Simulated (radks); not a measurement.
Task: Species: I2+. Configuration: [Kr] 4d10 5s2 5p3. Calculated with a radial shooting solver on a logarithmic mesh with Libxc functionals: scalar-relativistic Kohn-Sham, PBE, spin-polarised, spherical densities, finite nucleus; open shells are filled with parallel spins first (spin-orbit coupling, left out, can overturn this in heavy ions); Fermi nuclear charge, rms radius 4.75 fm. Some entries of the table are withheld. Estimate them.

orbital  occ.  eigenvalue (eV)  <r^2> (bohr^2)
1s up       1        -33003.00        0.001005
1s down     1        -33002.88        0.001005
2s up       1        -5116.395         0.01619
2s down     1        -5116.345         0.01619
2p up       3        -4594.447         0.01282
2p down     3        -4594.353         0.01282
3s up       1        -1048.923          0.1127
3s down     1        -1048.824          0.1127
3p up       3        -879.7591          0.1130
3p down     3        -879.6460          0.1130
3d up       5        -626.3735         0.09857
3d down     5        -626.2658         0.09856
4s up       1        -200.9213          0.6184
4s down     1        -200.6799          0.6180
4p up       3        -147.8985          0.7147
4p down     3        -147.6440          0.7129
4d up       5         -70.6082          0.9933
4d down     5         -70.1903          0.9786
5s up       1         -36.9742             (1)
5s down     1         -34.4871             (2)
5p up       3              (3)           5.434
5p down     0              (4)           5.568

Result: 
(1) 5s up <r^2> (bohr^2): 3.957
(2) 5s down <r^2> (bohr^2): 3.930
(3) 5p up eigenvalue (eV): -25.4882
(4) 5p down eigenvalue (eV): -22.8859
